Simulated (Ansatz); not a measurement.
Born–Oppenheimer molecular dynamics of BrCl4HHf (7 atoms, charge 0, multiplicity 1). It starts at the highest image of a converged band. Of that band: The profile has 2 maxima (images 2, 4) with wells between them (image 3): this band takes more than one step, which may be the mechanism or a detour left from its start path. A vibrational analysis at the climbing image gives one clearly imaginary mode, 191i cm⁻¹: a first-order saddle point.

Computed with RKS PBE0-D4/def2-SVP (Ansatz).

```
ensemble                      : NVE (velocity Verlet)
time step                     : 0.5 fs
steps asked                   : 200
starting velocities drawn for : 100 K
seed                          : 4626
```

First frame:

```xyz
7
Properties=species:S:1:pos:R:3
Hf -0.386 0.000 0.003
Cl 0.083 0.000 2.549
Cl 1.941 0.000 -0.198
Cl -0.911 1.905 -1.214
Cl -0.911 -1.905 -1.214
Br -2.805 0.000 1.331
H -1.444 0.000 2.382
```

How far do the bonds stretch over the last three quarters of this one trajectory? (Pairs bonded in most of those frames.)


| bond | mean (Å) | spread (Å) | shortest | longest |
| --- | --- | --- | --- | --- |
| Hf1–Cl2 | 2.456 | 0.070 | 2.34 | 2.57 |
| Hf1–Cl3 | 2.326 | 0.013 | 2.31 | 2.34 |
| Hf1–Cl4 | 2.343 | 0.022 | 2.30 | 2.37 |
| Hf1–Cl5 | 2.339 | 0.010 | 2.32 | 2.35 |
| Hf1–Br6 | 2.875 | 0.083 | 2.78 | 3.06 |
| Br6–H7 | 1.496 | 0.067 | 1.41 | 1.62 |

Pairs bonded in part of these frames only: Cl2–H7 7 %.

Mean temperature of the second half: 303 K. The conserved energy stayed within 0.008 meV per atom of its start (net change -0.008 meV per atom), so the integration is sound. The kinetic energy rose, since the run started high on the potential surface and went downhill. A run of 0.1 ps of so small a system gives no equilibrium averages. The orbitals stay closed-shell, which can raise the energy where a bond breaks towards radicals; this wasn't checked here.

Run time: 9.5 min on 4 threads of Intel(R) Xeon(R) 6975P-C (Granite Rapids), with other jobs on the host, peak memory 0.5 GiB.
